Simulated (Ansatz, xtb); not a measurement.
**C2H7BGeSi: which of two isomers lies lower**

Structure I is `B[Si@@H]([GeH3])C#C`, a singlet and structure II is `[BH2][Ge@@H]([SiH3])[C]#C`, a singlet. Both are isolated molecules in the gas phase, relaxed with r2SCAN-D4/def2-SVP; the shapes shown needn't be the lowest conformers.

I (Å):

```yaml
atoms:
  - { symbol: C, position_ang: [-0.6731, 0.8669, 1.3509] }
  - { symbol: C, position_ang: [-0.8189, 0.3805, 2.4624] }
  - { symbol: B, position_ang: [-0.5098, 0.3098, -1.8435] }
  - { symbol: Ge, position_ang: [-2.5290, 2.7971, -0.7676] }
  - { symbol: Si, position_ang: [-0.4938, 1.5878, -0.3239] }
  - { symbol: H, position_ang: [-1.0156, -0.7808, -1.7412] }
  - { symbol: H, position_ang: [-0.1320, 0.6734, -2.9318] }
  - { symbol: H, position_ang: [0.6125, 2.5931, -0.3213] }
  - { symbol: H, position_ang: [-2.4407, 3.5545, -2.1026] }
  - { symbol: H, position_ang: [-2.7621, 3.8090, 0.3655] }
  - { symbol: H, position_ang: [-3.7273, 1.8375, -0.8244] }
  - { symbol: H, position_ang: [-0.9414, -0.0476, 3.4416] }
```

II (Å):

| atom | x (Å) | y (Å) | z (Å) |
| --- | --- | --- | --- |
| C | -0.6570 | 0.7961 | 1.3064 |
| C | -0.7266 | 0.5292 | 2.4959 |
| B | -1.5023 | -0.1468 | -1.7502 |
| Ge | -0.6077 | 1.2327 | -0.5463 |
| Si | -1.8713 | 3.2645 | -0.7480 |
| H | -2.2966 | -0.9362 | -1.3054 |
| H | -1.3007 | -0.1124 | -2.9394 |
| H | 0.8494 | 1.5609 | -0.9165 |
| H | -1.8332 | 3.7569 | -2.1586 |
| H | -1.2840 | 4.2984 | 0.1547 |
| H | -3.2906 | 3.0143 | -0.3577 |
| H | -0.7808 | 0.2902 | 3.5432 |

Quicker runs give these differences E(II) − E(I): GFN2-xTB −6.24 kcal/mol; HF/STO-3G −3.08 kcal/mol (at GFN2-xTB geometries); r2SCAN-D4/def2-SVP//GFN2-xTB +2.13 kcal/mol.

Q: Estimate E(II) − E(I) at the level CCSD(T)/def2-SVP + ΔMP2/def2-TZVPP.

A: Too close to call at this level: CCSD(T)/def2-SVP + ΔMP2/def2-TZVPP gives E(II) − E(I) = +1.07 kcal/mol.

The same difference at several levels:

| level | geometry | E(II) − E(I) (kcal/mol) | departure from the last row (kcal/mol) | job, with rough time for the two |
| --- | --- | --- | --- | --- |
| GFN2-xTB | GFN2-xTB | −6.24 | −7.31 | optimisation, 2.2 s |
| HF/STO-3G | GFN2-xTB | −3.08 | −4.15 | single point, 5 s |
| r2SCAN-D4/def2-SVP//GFN2-xTB | GFN2-xTB | +2.13 | +1.07 | single point, 18 s |
| r2SCAN-D4/def2-SVP | r2SCAN-D4/def2-SVP | +4.00 | +2.93 | optimisation, 4.2 min |
| HF/def2-SVP | r2SCAN-D4/def2-SVP | +1.80 | +0.74 | part of the CCSD(T) run |
| MP2/def2-SVP | r2SCAN-D4/def2-SVP | +2.15 | +1.08 | part of the CCSD(T) run |
| CCSD(T)/def2-SVP | r2SCAN-D4/def2-SVP | +2.48 | +1.42 | single point |
| CCSD(T)/def2-SVP + ΔMP2/def2-TZVPP | r2SCAN-D4/def2-SVP | +1.07 |  | single point, 2.1 min |

As drawn, II has 1 B–Ge, 1 C–Ge, 2 Si–H in place of 1 B–Si, 1 C–Si, 2 Ge–H.

GFN2-xTB, HF/STO-3G put the two in the other order. The largest departure from CCSD(T)/def2-SVP + ΔMP2/def2-TZVPP is that of GFN2-xTB, 7.31 kcal/mol. The last row adds to CCSD(T) the change of the MP2 difference between the two basis sets, here −1.42 kcal/mol.

With thermal terms from frequencies at re-optimised GFN2-xTB minima (ideal gas, soft modes damped towards free rotors, one conformer each, 298.15 K, 1 atm): on the last row, ΔE + ΔZPE = +1.51, ΔH = +1.50, ΔG = +1.72 kcal/mol.

The correlated steps freeze 17 core orbitals; the filled d shell of Ge is correlated, in a basis made for valence electrons. Run with Ansatz 0.2.0, xtb 6.7.1; the last row on 2 threads of Intel(R) Xeon(R) Processor @ 2.50GHz (Skylake/Cascade Lake) on a shared host.
